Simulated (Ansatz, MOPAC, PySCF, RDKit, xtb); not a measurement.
Pair of molecules: H2O (SMILES O) (first 3 atoms) with CH3F (SMILES CF); geometry from B3LYP-D3(BJ)/def2-TZVP, rigid monomers moved along the line of their centres of mass till H3···F5 is 2.30 Å.
(charge 0, multiplicity 1):
```tsv
atom	x (Å)	y (Å)	z (Å)
O	-0.1214	-0.0633	0.5828
H	0.0078	0.6366	-0.0644
H	-0.4799	0.3723	1.3672
C	0.4670	-0.2799	4.1074
F	-0.4687	0.6592	3.6487
H	-0.0647	-1.0328	4.6880
H	0.9493	-0.7288	3.2407
H	1.1929	0.2420	4.7300
```

Counterpoise-corrected where a basis set is named; no monomer relaxation. Rows marked so take none.

Cores are frozen in the correlated methods. CBS(a, b) extrapolates the correlation energy as X⁻³ and adds the Hartree–Fock energy of set b. Rows in 6-31G* carry no dispersion term and start afresh at each structure (6-31G* with six Cartesian d functions). The state reached by PM3 isn't checked.

Run with Ansatz (a first-principles code) with Gaussian orbitals; MOPAC for PM3 (differences of heats of formation); PySCF for 6-31G* rows; RDKit for the force fields; xtb for the GFN methods. Each number belongs to the level named beside it.

The comparison value is -3.42 kcal/mol (MP2/CBS(aug-cc-pVDZ, aug-cc-pVTZ) + ΔCCSD(T)/aug-cc-pVDZ). It is a level with limits of its own, not the exact answer.

Q: Order these levels by how close they come to the comparison value for the interaction energy, closest first: MMFF94, GFN-FF, PM3, B3LYP/6-31G* (no counterpoise). Give each level's value less the comparison value.

A: GFN-FF (0.13 kcal/mol), MMFF94 (0.48 kcal/mol), B3LYP/6-31G* (no counterpoise) (-1.91 kcal/mol), PM3 (2.11 kcal/mol)
